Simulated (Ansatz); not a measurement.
`COC(C)F` + `N[Si](F)(F)F` → `CN[Si](F)(F)F` + `COCF`  (substitution at a C–C bond)

Computed with Ansatz on PBE0-D4/def2-TZVP structures; ΔE is electronic, products minus reactants. CCSD(T)/CBS adds triple-zeta CCSD(T) − MP2 to the extrapolated MP2 energy (def2 sets, frozen cores). This one scheme is used for every species. DFT in def2-TZVPP. One conformer a species, not always the lowest.

**Question.** Is it downhill or uphill in electronic energy at CCSD(T)/CBS, and by how much? (An estimate is asked.)

**Answer.** Computed: Uphill: ΔE = +67.2 kJ/mol.

**Question.** What do these levels give: r2SCAN, r2SCAN0, LC-ωPBE, CCSD(T)/def2-SVP, CCSD/def2-TZVPP, SCS-MP2/def2-QZVPP? (An estimate is asked.)

**Answer.** The calculation gave: r2SCAN 68.7, r2SCAN0 68.6, LC-ωPBE 65.2, CCSD(T)/def2-SVP 60.4, CCSD/def2-TZVPP 64.6, SCS-MP2/def2-QZVPP 64.7 kJ/mol.

Largest T1 diagnostic among the species: 0.011.

At CCSD(T), def2-SVP lies −6.8 kJ/mol from the extrapolated value and def2-TZVPP −2.0 kJ/mol. Leaving LDA and LC-ωPBE aside and taking each functional with its dispersion term where it has one, the values, not all of them listed here, spread over 13.3 kJ/mol, from BLYP-D4 to B97M-V. LDA lies +7.0 kJ/mol from PBE without D4. From BLYP to BHLYP (50 % exact exchange), in def2-TZVPP and without D4, ΔE moves by +4.5 kJ/mol.
